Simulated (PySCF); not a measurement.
Phenylhydrazine, C₆H₈N₂.
Numbering: `[NH2:1][NH:2][c:3]1[cH:4][cH:5][cH:6][cH:7][cH:8]1` (hydrogens: H9, H10 on N1; H11 on N2; H12 on C4; H13 on C5; H14 on C6; H15 on C7; H16 on C8)

Method: PBE0-D3(BJ)/def2-SVP geometry optimisation, gas phase (PySCF); density fitting, grid level 1; the optimiser is geomeTRIC in internal coordinates, started from a GFN2-xTB structure with every atom displaced at random (about 0.01 Å).

Geometry at step 0:
```
atom  x, y, z in Å
N1     -2.7139   -0.6911   -0.4729
N2     -1.8966    0.3835   -0.0842
C3     -0.5381    0.2514   -0.0048
C4      0.1279   -0.9919    0.1205
C5      1.4636   -1.0929    0.2580
C6      2.2465    0.0576    0.2979
C7      1.6568    1.2942    0.1861
C8      0.2964    1.4052    0.0294
H9     -2.8430   -1.3129    0.3159
H10    -2.3517   -1.1788   -1.2639
H11    -2.2311    1.2787   -0.4128
H12    -0.4933   -1.8965    0.1165
H13     1.8956   -2.0510    0.3481
H14     3.3043   -0.0220    0.4199
H15     2.2463    2.1812    0.2091
H16    -0.1888    2.3829   -0.0519
```

**Question.** What forces act on the atoms?

**Answer.** 
| atom | Fx (eV/Å) | Fy (eV/Å) | Fz (eV/Å) |
| --- | --- | --- | --- |
| N1 | -0.163 | 1.534 | 1.089 |
| N2 | -0.743 | -0.920 | -0.462 |
| C3 | 1.708 | 0.485 | 0.298 |
| C4 | -3.124 | -0.099 | -0.341 |
| C5 | 1.238 | 1.316 | 0.111 |
| C6 | 0.127 | -0.662 | 0.027 |
| C7 | -0.393 | -0.176 | -0.086 |
| C8 | -1.582 | -0.340 | -0.118 |
| H9 | -0.004 | -0.230 | -0.002 |
| H10 | 0.518 | -0.594 | -0.730 |
| H11 | -0.097 | 0.066 | -0.007 |
| H12 | 0.125 | 0.070 | -0.032 |
| H13 | 0.723 | -1.301 | 0.132 |
| H14 | 0.937 | -0.071 | 0.090 |
| H15 | 0.627 | 0.855 | 0.045 |
| H16 | 0.105 | 0.069 | -0.015 |

The largest, 3.14 eV/Å, acts on C4; the rms over all components is 0.795 eV/Å. The forces sum to zero within rounding, as they must for an isolated molecule in no field.

**Question.** Give the force on C4 in Eh/bohr and in nN.

**Answer.** 3.144 eV/Å ÷ 51.422 = 0.06115 Eh/bohr, and 3.144 eV/Å × 1.602 = 5.04 nN.

**Question.** How far is this geometry from the end of the optimisation?

**Answer.** 0.196 eV above it, and 0.046 Å rms away after alignment. The bonds farthest from their final lengths, with half the difference of the two atoms' forces along the bond (positive lengthens):

| bond | now (Å) | final (Å) | force along bond (eV/Å) |
| --- | --- | --- | --- |
| C4–C5 | 1.347 | 1.393 | +2.13 |
| C5–H13 | 1.055 | 1.093 | +1.08 |
| N1–N2 | 1.405 | 1.375 | -1.32 |
| C7–H15 | 1.065 | 1.093 | +0.71 |
| N1–H10 | 0.997 | 1.022 | +1.37 |
| C6–H14 | 1.068 | 1.092 | +0.38 |

The angle farthest from its final value is H9–N1–H10, 111.3° against 108.0°.

Of the 6 listed bonds off by 0.010 Å or more, this force points towards the final length in 6.

The cost below is that of the whole optimisation. Time: 75 s wall; peak memory 0.60 GiB. Hardware: one thread of an Arm Neoverse V1, no GPU, shared host.
